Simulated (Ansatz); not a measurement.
Born–Oppenheimer molecular dynamics of ClH$_{5}$O$_{3}$Si (10 atoms, charge 0, multiplicity 1). It starts from a rough guess of a transition structure, not a stationary point.

The calculation used Ansatz, UKS PBE0/STO-3G.

| Property | Result |
| --- | --- |
| ensemble | NVE (velocity Verlet) |
| time step | 0.5 fs |
| steps asked | 150 |
| starting velocities drawn for | 100 K |
| seed | 466210 |

First frame:

```xyz
10
Properties=species:S:1:pos:R:3
Si -0.056 -0.343 -0.040
H 1.373 0.657 -0.728
O 0.699 -1.719 -0.424
O -0.096 -0.379 1.570
O -1.254 -0.365 -1.098
H 0.985 1.532 -0.531
Cl -0.518 2.100 0.182
H 1.077 -2.268 0.258
H -0.421 0.372 2.066
H -1.788 0.413 -1.254
```

Question: How far do the bonds stretch over the last three quarters of this one trajectory? (Pairs bonded in most of those frames.)

Answer: 
```json
{"bond": "Si1–O3", "mean (Å)": "1.703", "spread (Å)": "0.047", "shortest": "1.62", "longest": "1.76"}
{"bond": "Si1–O4", "mean (Å)": "1.712", "spread (Å)": "0.049", "shortest": "1.62", "longest": "1.77"}
{"bond": "Si1–O5", "mean (Å)": "1.693", "spread (Å)": "0.035", "shortest": "1.65", "longest": "1.77"}
{"bond": "Si1–Cl7", "mean (Å)": "2.158", "spread (Å)": "0.096", "shortest": "2.05", "longest": "2.37"}
{"bond": "H2–H6", "mean (Å)": "0.749", "spread (Å)": "0.085", "shortest": "0.62", "longest": "0.86"}
{"bond": "O3–H8", "mean (Å)": "1.025", "spread (Å)": "0.038", "shortest": "0.96", "longest": "1.08"}
{"bond": "O4–H9", "mean (Å)": "1.021", "spread (Å)": "0.034", "shortest": "0.96", "longest": "1.07"}
{"bond": "O5–H10", "mean (Å)": "1.021", "spread (Å)": "0.035", "shortest": "0.96", "longest": "1.08"}
```

Mean temperature of the second half: 2412 K. The conserved energy stayed within 2.1 meV per atom of its start (net change 0.071 meV per atom), so the integration is sound. The system heated up, since it started high on the potential surface and ran downhill. A run of 0.075 ps of so small a system gives no equilibrium averages. The orbitals stay closed-shell, which can raise the energy where a bond breaks towards radicals; this wasn't checked here. Limits of this set-up: minimal basis.

Time of the run: 17 min on 1 CPU thread of a shared host.
